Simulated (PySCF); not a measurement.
How methods differ on the ionisation energy of I

I [Kr] 4d10 5s2 5p5 (2P) → I⁺ [Kr] 4d10 5s2 5p4 (3P), as a difference of total energies. Computed with PySCF 2.14 in x2c-TZVPPall (8s6p4d2f, 60 functions), with the spin-free X2C one-electron Hamiltonian (Gaussian nucleus). Correlated levels: valence: [Kr] 4d10 frozen; valence and next inner shell: [Ar] 3d10 frozen. The calculations carry no spin-orbit coupling.

```
                                method  ionisation energy (eV)  error (eV)
                                   UHF                   9.587      -0.932
                                   LDA                  10.835      +0.316
                                   PBE                  10.526      +0.007
                                  PBE0                  10.568      +0.049
                                r2SCAN                  10.600      +0.081
                               LC-wPBE                  10.624      +0.105
                                   M06                  10.461      -0.058
                                 M06-L                  10.499      -0.020
                               r2SCAN0                  10.612      +0.093
                                  ROHF                   9.607      -0.912
                         MP2 (valence)                  10.268      -0.251
                     SCS-MP2 (valence)                  10.265      -0.254
    MP2 (valence and next inner shell)                  10.380      -0.139
SCS-MP2 (valence and next inner shell)                  10.337      -0.182
```

Reference: 10.519 eV (measured; NIST levels, between the centres of gravity of the two terms).

Errors of the correlated levels include the incompleteness of this basis and the frozen core.
